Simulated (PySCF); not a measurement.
Spinor energies of Os⁵⁶⁺ (osmium, charge +56)

Start: [Ar] 3d2; 3d3/2 filled at m_j = +1/2, +3/2. Calculated with PySCF 2.14 in an even-tempered Gaussian basis (15 s from 16 bohr⁻², ratio 2.8; 12 p from 21 bohr⁻², ratio 2.8; 8 d from 21 bohr⁻², ratio 2.8; 3 f from 66 bohr⁻², ratio 3): generalised Hartree-Fock with the X2C-1e Hamiltonian and a Gaussian nucleus; one run each with spin-orbit coupling (SO) switched off, then screened by Boettger's factors.

```
spinor shell  electrons  ε, spin-free (eV)  ε, screened SO (eV)  weight of nominal j (screened SO)  rms radius, screened SO (bohr)
       1s1/2          2           -78243.8             -78216.0                              1.000                          0.0200
       2s1/2          2           -16931.5             -16921.2                              1.000                          0.0803
       2p1/2          2           -15262.3             -16379.3                              1.000                          0.0681
       2p3/2          4           -15262.3             -14809.4                              1.000                          0.0754
       3s1/2          2            -6472.9              -6469.6                              1.000                           0.197
       3p1/2          2            -5964.7              -6255.0                              1.000                           0.187
       3p3/2          4            -5964.7              -5844.4                              1.000                           0.201
       3d3/2          2            -5533.3              -5580.0                              0.999                           0.171
```

```tsv
quantity	spin-free	screened SO
E (hartree)	-14137.04963	-14162.73184
M_J	2	2
⟨J²⟩	8.000	6.008
⟨L²⟩	12.000	10.119
⟨S²⟩	2.000	1.542
```

Each row is a mean over spinors that exchange with the open shell spreads, by up to 34.833 eV (3p1/2).

Breit and QED terms are absent; they matter most for the inner s and p1/2 levels.

Densities and radii are taken from the X2C orbitals without a picture-change correction, which distorts them close to the nucleus.

Without spin-orbit coupling the j labels of p, d and f shells carry no meaning; the spin-free column gives the mean over the occupied spinors of each nl shell, and its ⟨J²⟩ belongs to a mixture of degenerate components.
